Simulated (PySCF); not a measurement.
CH2ClFO2Si, SMILES O=CO[Si@@H](F)Cl.

Geometry optimised at B3LYP-D3(BJ)/def2-SVP. The structure was generated by enumeration; whether it is a known compound was not checked. The values are those of a single conformer.

All values below come from PySCF with PBE/def2-TZVP.

The molecule is in vacuum.

total energy: -1038.98041 hartree
highest occupied level: -7.14 eV
lowest empty level: -1.98 eV
orbital gap: 5.16 eV
dipole moment: 2.50 D
quadrupole, principal values (traceless, Buckingham form, about the centre of nuclear charge): -5.30, -1.08, 6.37 D·Å
mean static polarisability: 52.8 bohr³ (7.82 Å³)
polarisability, principal values: 43.6, 55.5, 59.3 bohr³
